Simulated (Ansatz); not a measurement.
Task: Name a neutral molecule of Al, Br, C and H with HOMO energy (PBE0/def2-TZVPP) between -7.20 and -6.90 eV and LUMO energy (B3LYP/def2-TZVPP) between -2.40 and -2.10 eV (Ansatz, PBE0-D4/def2-TZVP geometry).

Result: `C/C=[C](\[AlH2])Br` (-7.08 eV, -2.12 eV). Other molecules can fit too; these were computed, each in one conformer that needn't be the lowest.

B3LYP here is the variant with VWN-RPA as its local correlation; programs differ in this.
